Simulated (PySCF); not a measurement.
# Broadened absorption spectrum of C3HN3Se

C₃HN₃Se.
InChI=1S/C3HN3Se/c4-1-3-2-5-7-6-3/h2H

Level of theory: TDDFT PBE0/def2-SVPD, vertical, gas phase, core orbitals frozen in the response in PySCF. Isolated species at its PBE0-D3(BJ)/def2-SVP geometry, gas phase. The PBE0/def2-SVPD calculation is non-relativistic and has no spin–orbit coupling, an omission that weighs most on selenium.

Broadening: Gaussians 0.25 eV wide at half height, area fixed by f = 4.319×10⁻⁹ ∫ε dν̃. The width is an assumption, not a result. The curve ends short of the highest state used, and states not computed would add to its high-energy end.

```tsv
λ (nm)	ε (L mol⁻¹ cm⁻¹)
226.7	18
228.1	23
229.6	28
231.1	29
232.5	29
234.0	25
235.5	20
236.9	16
238.4	12
239.8	10
241.3	12
242.8	26
244.2	63
245.7	159
247.2	375
248.6	772
250.1	1537
251.5	2707
253.0	4580
254.5	7148
255.9	10094
257.4	13582
258.8	16776
260.3	19649
261.8	21495
263.2	22022
264.7	21248
266.2	19274
267.6	16674
269.1	13501
270.5	10542
272.0	7675
273.5	5303
274.9	3588
276.4	2252
277.9	1348
279.3	802
280.8	440
282.2	242
283.7	122
285.2	59
286.6	29
288.1	13
289.6	6
```

Question: Where are the band maxima, and which computed states make them?

Answer: 263 nm (4.71 eV), ε about 22000, made up of S2 (100%); 231 nm (5.36 eV), ε about 29, made up of S4 (99%) (ε in L mol⁻¹ cm⁻¹; maxima over ε = 5, shares over 10%). The states used: S1 4.66 eV (f 0.0000); S2 4.71 eV (f 0.204); S3 5.16 eV (f 0.0000); S4 5.36 eV (f 0.0003); S5 6.06 eV (f 0.0004); S6 6.07 eV (f 0.016).

Question: What would ε be at 4.71 eV, the highest of these maxima, with half the width (0.125 eV)?

Answer: About 44000 L mol⁻¹ cm⁻¹ against 22000, a factor of about 2.00; a lone state at its own centre would give exactly 2.

Question: On this curve, what absorbance would a 10⁻³ mol/L sample give at 280 nm over a 1 cm path?

Answer: 280 nm is 4.428 eV, where ε is about 610 L mol⁻¹ cm⁻¹, so A = ε c l ≈ 0.61 (Beer–Lambert, with the gas-phase spectrum and the assumed width).

Question: Coming from long wavelengths, where does ε first pass 100 L mol⁻¹ cm⁻¹?

Answer: At about 284 nm (4.36 eV), 0.29 eV below S1.

The run took 22 s wall on one thread, Arm Neoverse V2, shared host.
